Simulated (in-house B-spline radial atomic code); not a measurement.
# Response and correlation of Eu35+

Closed shell [Ar] 3d10. Computed with an all-electron radial atomic-structure program (B-spline basis): Dirac-Hartree-Fock, relativistic RPA (time-dependent Dirac-Hartree-Fock) for the response and second-order many-body perturbation theory for correlation, no-pair Dirac-Coulomb Hamiltonian, finite nucleus.

Command:
```bash
python run_mb.py task.json out
```
Settings (nuclear radius in fm, box in bohr, cutoff in hartree):
```
basis_form          2
Z                   63
core_configuration  [Ar] 3d10
rms_radius          5.1115
mass_number         153
speed_of_light      137.036
box_radius          2.56
lmax                7
intervals           56
virtual_cutoff      99225.0
```

Time taken, with all properties: 3.9 s on 1 thread of AMD EPYC 7R43 64-Core Processor, on a shared host.

| multipole (bohr³, bohr⁵, bohr⁷) | uncoupled | coupled RPA |
| --- | --- | --- |
| dipole | 0.005 | ? |
| quadrupole | 0.00043253 | 0.00044758 |
| octupole | 5.6037e-05 | 5.8431e-05 |

Problem. What is the coupled dipole polarisability?

Solution. 0.0049021 atomic units, -2 % against the uncoupled value.

Problem. Which subshells carry the dipole polarisability?

Solution. 3d5/2 47.6 %, 3d3/2 30.4 %, 3p3/2 13.7 %.

Problem. What does the dipole shielding factor come to?

Solution. The dipole shielding factor is 0.445, against the exact N/Z = 28/63 = 0.444 of the non-relativistic theorem.

Dipole polarisability at imaginary frequency:

```tsv
u (Eh)	α(iu) (bohr³)
0	0.004902
10.8	0.004724
32.4	0.003692
64.8	0.002207
108	0.001185
216	0.0004041
432	0.00012
1080	2.154e-05
```

Problem. What dispersion coefficients follow for two such ions (the dispersion part alone)?

Solution. C6 = (3/π)∫α(iu)²du = 0.001061 hartree·bohr⁶ and C8 = 0.0005032 hartree·bohr⁸.

Lowest J = 1 odd-parity excitations:

| energy (eV) | oscillator strength | leading channel | weight |
| --- | --- | --- | --- |
| 1086.7 | 0.117 | 3d3/2 → p1/2 | 0.973 |
| 1100 | 0.312 | 3d5/2 → p3/2 | 0.965 |
| 1129.4 | 0.037 | 3d3/2 → p3/2 | 0.985 |
| 1323.3 | 0.368 | 3p3/2 → s1/2 | 0.994 |
| 1337.6 | 0.0176 | 3d5/2 → f5/2 | 0.867 |
| 1354.4 | 1.03 | 3d5/2 → f7/2 | 0.66 |
| 1393 | 5.59 | 3d3/2 → f5/2 | 0.78 |
| 1462.7 | 0.0637 | 3p1/2 → s1/2 | 0.994 |

Second-order correlation energy by the highest angular momentum of the excited pair (hartree): s -0.02473, p -0.1987, d -0.484, f -0.5412, g -0.1828, h -0.07979, i -0.03629, k -0.01844.

Problem. What is the second-order correlation energy at the partial-wave limit?

Solution. The listed waves sum to -1.5659 hartree; extrapolating the increments as (l + 1/2)⁻⁴ gives -1.6036 hartree, -1.56 eV per electron.
